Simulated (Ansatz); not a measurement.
Basis sets compared for Au5Se2⁺ (the lowest singlet isomer of a short search). Total charge 1; singlet. Geometry PBE0-D4/def2-SVP. Ansatz on 4 threads of Arm Neoverse V2 on a shared host; times are rough, and most runs start from earlier orbitals.

```xyz
7

Au    2.781   -1.667    1.376
Au    0.001   -0.042   -0.003
Au   -2.633    1.751   -1.479
Au    2.519    1.736    1.681
Au   -2.671   -1.675   -1.570
Se    1.117   -0.141    2.172
Se   -1.114    0.038   -2.179
```

In the def2 sets Au takes a core potential; there is no spin–orbit coupling. The structure comes from a short search, and lower isomers may exist.

| level | functions | energy (Eh) | HOMO (eV) | LUMO (eV) | wall time |
| --- | --- | --- | --- | --- | --- |
| PBE-D4/def2-SVP | 224 | -5480.6452 | -9.86 | -7.67 | 6 s |
| PBE0-D4/def2-SVP | 224 | -5480.5543 | -10.75 | -6.68 | 12 s |

(1) Estimate the rows for PBE-D4/def2-TZVP (with forces), PBE0-D4/def2-TZVP.

Answers

(1) 
| level | functions | energy (Eh) | HOMO (eV) | LUMO (eV) | wall time |
| --- | --- | --- | --- | --- | --- |
| PBE-D4/def2-TZVP (with forces) | 296 | -5481.2759 | -9.80 | -7.67 | 13 s |
| PBE0-D4/def2-TZVP | 296 | -5481.1853 | -10.66 | -6.66 | 24 s |
